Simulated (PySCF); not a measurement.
Ionisation energy of Ga(29+) by level of theory

Ga(29+) 1s2 → Ga(30+) 1s1 [1s1/2^1, M_J = 1/2], as a difference of total energies. All numbers are calculated (PySCF 2.14, the two-component X2C-1e Hamiltonian, in an even-tempered Gaussian basis (15 s from 41 bohr⁻², ratio 2.4; 9 p from 54 bohr⁻², ratio 2.4; 3 d from 170 bohr⁻², ratio 2.6; 3 f from 250 bohr⁻², ratio 2.6)). Correlated levels: nothing frozen; the 28 highest virtual spinors dropped. "Screened" scales the spin-orbit matrix elements by Boettger's factors to mimic the two-electron term; Breit and QED terms are absent.

| method | ionisation energy (eV) |
| --- | --- |
| GHF (screened spin-orbit) | 12707.1 |
| GMP2 (screened spin-orbit) | 12708.4 |
| GHF (bare spin-orbit) | 12707.1 |
| GMP2 (bare spin-orbit) | 12708.4 |

For this ion Breit and QED terms and the two-electron picture change, all absent here, outweigh the correlation shift from GHF to GMP2.

For comparison: 12696.6 eV (theoretical estimate listed by NIST; NIST Atomic Spectra Database, ionization energies).
